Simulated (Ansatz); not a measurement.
C3H7O, doublet, at a GFN2-xTB geometry; Ansatz (a quantum-chemistry and plane-wave program) with BLYP/6-31G*.

Input for Ansatz:
Ansatz 0.2 input:
```yaml
crystal:
  periodic: [false, false, false]
  atoms:
    - {symbol: O, position_ang: [0.08881149, 1.41624147, -0.02329658]}
    - {symbol: C, position_ang: [0.00962973, 0.14136308, 0.27258208]}
    - {symbol: H, position_ang: [0.01101452, 0.11356863, 1.39709535]}
    - {symbol: C, position_ang: [-1.32014766, -0.54404154, -0.11876877]}
    - {symbol: C, position_ang: [1.24109746, -0.70477262, -0.12589560]}
    - {symbol: H, position_ang: [-1.36361392, -0.61281193, -1.20330932]}
    - {symbol: H, position_ang: [1.26961269, -0.77806021, -1.21063645]}
    - {symbol: H, position_ang: [-2.16293297, 0.05262281, 0.21942231]}
    - {symbol: H, position_ang: [2.15372551, -0.21826934, 0.20741092]}
    - {symbol: H, position_ang: [-1.38199246, -1.54074182, 0.30800656]}
    - {symbol: H, position_ang: [1.18021755, -1.70153345, 0.30087704]}
basis:
  gaussian:
    orbitals: 6-31G*
hamiltonian:
  xc: blyp
magnetization: {spin_polarized: true, initial_magnetization: 1}
```

**Question.** What does Ansatz print? Leave out banner, timings and long lists.

**Answer.** 
```
Functional definition: BLYP
948 factors; their error is unknown
mean field evaluation 1: about -5258.7621 eV, gradient 4.4e1 eV
mean field evaluation 2: about -5248.7882 eV, gradient 6.1e1 eV
mean field evaluation 4: about -5267.9060 eV, gradient 2.2e0 eV
mean field evaluation 8: about -5267.9280 eV, gradient 2.1e-1 eV
mean field evaluation 16: about -5267.8617 eV, gradient 9.9e-5 eV
mean field evaluation 32: about -5267.5957 eV, gradient 3.3e-6 eV
mean field -5267.86173349 eV, -193.5903480207 hartree, gradient 2.8e-6 eV, S^2 0.752459; 4 other end points of the search recorded, 0 dependent functions left out
reference -5267.86196747 eV, -193.5903566195 hartree; 17, 16 occupied and 57, 58 virtual orbitals, 948 factors
Total energy: -5267.86196747 eV, -193.5903566195 hartree
```
